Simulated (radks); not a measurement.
The numbers below are computed, except where a source is named.
Task: Radial electron density D(r) = 4 pi r^2 rho(r) of an atom or ion with 54 electrons. Code: a radial shooting solver on a logarithmic mesh with Libxc functionals. Model: non-relativistic Kohn-Sham, PBE, spin-polarised, spherical densities, point nucleus.

```
   r/bohr * D(r) (the largest magnitude, 91.7, reaches the edge; | marks zero)
  0.00226 |   *
 0.002631 |    *
 0.003062 |     *
 0.003565 |       *
  0.00415 |         *
 0.004832 |           *
  0.00558 |              *
 0.006496 |                 *
 0.007562 |                     *
 0.008804 |                         *
  0.01025 |                             *
  0.01193 |                                 *
  0.01389 |                                     *
  0.01617 |                                       *
  0.01867 |                                        *
  0.02174 |                                        *
  0.02531 |                                       *
  0.02946 |                                      *
   0.0343 |                                    *
  0.03993 |                                    *
  0.04649 |                                      *
  0.05412 |                                          *
   0.0625 |                                               *
  0.07276 |                                                    *
  0.08471 |                                                      *
  0.09861 |                                                    *
   0.1148 |                                               *
   0.1336 |                                          *
   0.1556 |                                        *
   0.1811 |                                         *
   0.2092 |                                             *
   0.2435 |                                              *
   0.2835 |                                         *
     0.33 |                               *
   0.3842 |                     *
   0.4473 |                *
   0.5207 |               *
   0.6062 |                 *
   0.7001 |                  *
    0.815 |               *
   0.9488 |          *
    1.105 |      *
    1.286 |    *
    1.497 |   *
    1.743 |   *
    2.029 |  *
    2.343 | *
    2.728 |*
    3.175 |*
    3.697 *
    4.303 *
     5.01 *
    5.832 *
     6.79 *
```

What is the nuclear charge?

Result: Z = 55. The innermost maximum, from 1s, lies near 1/Z = 0.0182 bohr (found: 0.0202), and its height grows with Z. The density is that of the caesium ion Cs+ in [Xe]; the configuration itself is not fixed sharply by these data, and Z only to a few units. D(r) has 4 maxima, at r = 0.0202, 0.0854, 0.234, 0.662 bohr, and minima at 0.0375, 0.157, 0.481 bohr, inside which lie 1.99, 11.34, 28.91 electrons.
